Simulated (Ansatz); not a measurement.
B₄⁺. Charge 1, multiplicity 4. Geometry B3LYP-D4/def2-TZVP; atoms count from 1.

```xyz
4

B     1.037    0.554    0.006
B    -1.037   -0.554   -0.006
B     0.371   -0.704    0.866
B    -0.371    0.703   -0.867
```

At PBE0-D4/def2-TZVP a doublet of charge 1 lies 1.49 eV below the quartet, each at its own geometry. The structure comes from a short search, and lower isomers may exist.

(1) Estimate the Mulliken populations from the PBE0/def2-TZVP orbitals of Ansatz.

(2) Where does the spin sit?

(3) And the Mayer bond orders between heavy atoms (over 0.3)?

Answers

(1) 
```json
{"atom": "B1", "charge (e)": "0.25", "spin (α − β)": "0.75"}
{"atom": "B2", "charge (e)": "0.25", "spin (α − β)": "0.75"}
{"atom": "B3", "charge (e)": "0.25", "spin (α − β)": "0.75"}
{"atom": "B4", "charge (e)": "0.25", "spin (α − β)": "0.75"}
```
Mulliken values depend strongly on the basis.

(2) Summed by element: B 3.00, of 3 unpaired in all. Largest on single atoms: B1 0.75, B2 0.75, B3 0.75.

(3) B1–B2 0.51 (2.35 Å); B1–B3 1.10 (1.66 Å); B1–B4 1.10 (1.66 Å); B2–B3 1.10 (1.66 Å); B2–B4 1.10 (1.66 Å); B3–B4 0.51 (2.35 Å).
